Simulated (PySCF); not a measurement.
Run record: excited-state job, `Oc1ccs[c]1[GeH3]`.

Computed with TDDFT wB97X-D/def2-SVPD, vertical, gas phase, core orbitals frozen in the response (PySCF 2.14.0, density-fitted response routines). Geometry: GFN2-xTB. The command runs a driver script over a list of jobs; the input below is this job's line of settings and its coordinates in Å.

Command:
```bash
OMP_NUM_THREADS=1 python probes_run.py task.json out
```

Input:
```
{"job": {"kind": "uv", "xc": "wB97X-D", "basis": "def2-SVPD", "nstates": 8, "ntriplets": 3}, "charge": 0, "multiplicity": 1}
O      0.459921     1.767648    -0.059286
C     -0.330753     0.658804    -0.084942
C     -1.731995     0.610174    -0.260318
C     -2.192402    -0.668845    -0.231615
S     -0.935076    -1.810452     0.008384
C      0.255818    -0.564290     0.073470
Ge     2.157520    -0.727648     0.317781
H     -0.074387     2.558471    -0.185434
H     -2.357225     1.475835    -0.398604
H     -3.202415    -1.011834    -0.336079
H      2.564513     0.017927     1.541733
H      2.524387    -2.165559     0.456112
H      2.857708    -0.139745    -0.858929
```

**Question.** Estimate the output.

**Answer.** 
```
coarse grid: 54464 points
cycle   1  E = -2705.7969336603  dE =  8.294e-01  |g| = 6.297e-01  |ddm| = 6.320e+00
cycle   2  E = -2705.8080737168  dE = -1.114e-02  |g| = 6.414e-01  |ddm| = 2.104e+00
cycle   3  E = -2705.8699982422  dE = -6.192e-02  |g| = 6.614e-02  |ddm| = 1.231e+00
cycle   4  E = -2705.8708401973  dE = -8.420e-04  |g| = 3.267e-02  |ddm| = 2.281e-01
cycle   5  E = -2705.8710268247  dE = -1.866e-04  |g| = 6.714e-03  |ddm| = 7.966e-02
cycle   6  E = -2705.8710367451  dE = -9.920e-06  |g| = 1.187e-03  |ddm| = 2.597e-02
final grid: 113056 points
cycle   7  E = -2705.8705131250  dE = -2.914e-06  |g| = 1.407e-03  |ddm| = 2.495e-02
cycle   8  E = -2705.8705131895  dE = -6.457e-08  |g| = 1.411e-03  |ddm| = 5.483e-03
cycle   9  E = -2705.8705135242  dE = -3.347e-07  |g| = 1.478e-04  |ddm| = 2.438e-03
cycle  10  E = -2705.8705135310  dE = -6.784e-09  |g| = 1.020e-04  |ddm| = 5.262e-04
cycle  11  E = -2705.8705135341  dE = -3.101e-09  |g| = 1.922e-05  |ddm| = 3.175e-04
cycle  12  E = -2705.8705135343  dE = -1.701e-10  |g| = 9.026e-06  |ddm| = 7.702e-05
converged SCF energy = -2705.8705135343

Static polarisability (au): isotropic 96.156, principal 67.517 104.082 116.867

Singlet excitations
state   eV       nm        f      main configurations
  1   5.2516    236.1   0.13262   H->L 0.94
  2   5.6498    219.4   0.00002   H->L+1 0.71, H->L+2 0.15
  3   5.9101    209.8   0.12244   H-1->L 0.85, H->L+5 0.08
  4   6.3291    195.9   0.01282   H->L+2 0.32, H->L+3 0.23, H->L+1 0.15
  5   6.4293    192.8   0.00135   H-1->L+1 0.50, H-1->L+2 0.17
  6   6.6735    185.8   0.00283   H->L+4 0.35, H->L+3 0.27, H->L+2 0.21
  7   6.9234    179.1   0.00068   H->L+4 0.25, H->L+6 0.19, H->L+3 0.16
  8   7.0664    175.5   0.11121   H->L+5 0.82, H-1->L 0.09

Triplet excitations (Tamm-Dancoff, eV): 3.6226 4.4394 5.4213
```

The SCF starts on a coarse grid where the log names one; the energy can jump when the final grid takes over, and dE then counts from the start density on the new grid. H and L stand for HOMO and LUMO; the number after each pair is its weight.

**Question.** Which computed singlet has the largest oscillator strength, and what do all of them sum to?

**Answer.** State 1 at 5.25 eV (236 nm), f = 0.133; the 8 states sum to 0.384.

Main results: HOMO -8.20 eV, LUMO 1.13 eV; lowest singlet 5.25 eV; lowest triplet 3.62 eV (Tamm–Dancoff); mean polarisability 96.2 au.

 The wB97X-D/def2-SVPD calculation is non-relativistic and has no spin–orbit coupling, an omission that weighs most on germanium.

On Arm Neoverse N1, one thread (shared host), this took 93 s of wall time (grids of density and orbitals included) and 0.94 GiB of memory at its peak.

One conformer stands for the species.
Labels such as C1 count atoms from 1, the log's own numbers from 0.

The pairwise dispersion term of wB97X-D wasn't added to the energies; at a given geometry it leaves orbitals and properties as they are.
